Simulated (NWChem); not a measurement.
System meant: CH₃IOZn; SMILES C[O][Zn][I]

Input file for NWChem:

```
start job
memory heap 200 mb stack 900 mb global 1100 mb
geometry units angstroms noautoz
  Zn     0.269844     0.824845     0.003613
  I     -0.610995    -1.439343    -0.004832
  O      1.094648     2.410701     0.012325
  C      0.427308     3.647625    -0.010016
  H     -0.243163     3.816647     0.868876
  H      1.187811     4.462093     0.011345
  H     -0.188963     3.812562    -0.928615
end
basis spherical
  * library def2-svp
end
ecp
  I library def2-ecp
end
dft
  xc xpbe96 cpbe96
  iterations 4
  mulliken
end
task dft energy
```

End of the output:

```
    Atom       Charge   Shell Charges
 -----------   ------   -------------------------------------------------------
    1 Zn  30    29.46   2.00  2.00  1.95  0.65  0.21  5.99  5.91  0.80  7.75  2.21  0.00
    2 I   25    25.20   1.25  0.73  1.08  0.82  2.77  3.18  2.50  2.82  9.47  0.56
    3 O    8     8.38   1.97  0.93  0.65  2.70  2.10  0.02
    4 C    6     5.98   1.96  0.58  0.31  1.82  1.17  0.13
    5 H    1     1.00   0.65  0.28  0.06
    6 H    1     0.98   0.65  0.27  0.06
    7 H    1     1.00   0.65  0.28  0.06

 center of mass
 --------------
 x =   0.01984405 y =  -0.34383474 z =  -0.00000555

 moments of inertia (a.u.)
 ------------------
        2363.883584969124          -0.000000000000          -0.000000000000
          -0.000000000000          45.852210070655          -0.000000000000
          -0.000000000000          -0.000000000000        2398.096527744383

     Multipole analysis of the density
     ---------------------------------

     L   x y z        total         alpha         beta         nuclear
     -   - - -        -----         -----         ----         -------
     0   0 0 0      0.000000    -36.000000    -36.000000     72.000000

     1   1 0 0     -0.355289     -1.049552     -1.049552      1.743815
     1   0 1 0      0.305609    -40.485929    -40.485929     81.277468
     1   0 0 1      0.001947     -0.002496     -0.002496      0.006939

     2   2 0 0    -39.342269    -32.210627    -32.210627     25.078985
     2   1 1 0     -2.632037     11.029269     11.029269    -24.690575
     2   1 0 1      0.001281      0.000596      0.000596      0.000089
     2   0 2 0    -40.881465   -493.726926   -493.726926    946.572388
     2   0 1 1      0.010466      0.020731      0.020731     -0.030997
     2   0 0 2    -39.157014    -22.465691    -22.465691      5.774368

 ------------------------------------------------------------------------
 dft energy failed                                                                                  0
 ------------------------------------------------------------------------
 ------------------------------------------------------------------------
  current input line :
    23: task dft energy
 ------------------------------------------------------------------------
 ------------------------------------------------------------------------
 This type of error is most commonly associated with calculations not reaching convergence criteria
 ------------------------------------------------------------------------
 For more information see the NWChem manual at https://nwchemgit.github.io

0:dft energy failed:Received an Error in Communication
```

Question: Can this run be used? If not, why, and what is the fix?

Answer: Convergence was not reached. Cause: the SCF was allowed too few iterations. This input runs:
```
start job
memory heap 200 mb stack 900 mb global 1100 mb
geometry units angstroms noautoz
  Zn     0.269844     0.824845     0.003613
  I     -0.610995    -1.439343    -0.004832
  O      1.094648     2.410701     0.012325
  C      0.427308     3.647625    -0.010016
  H     -0.243163     3.816647     0.868876
  H      1.187811     4.462093     0.011345
  H     -0.188963     3.812562    -0.928615
end
basis spherical
  * library def2-svp
end
ecp
  I library def2-ecp
end
dft
  xc xpbe96 cpbe96
  iterations 150
  mulliken
end
task dft energy
```
It converges to -2191.51663 Ha (PBE/def2-SVP with def2 effective core potentials on I).
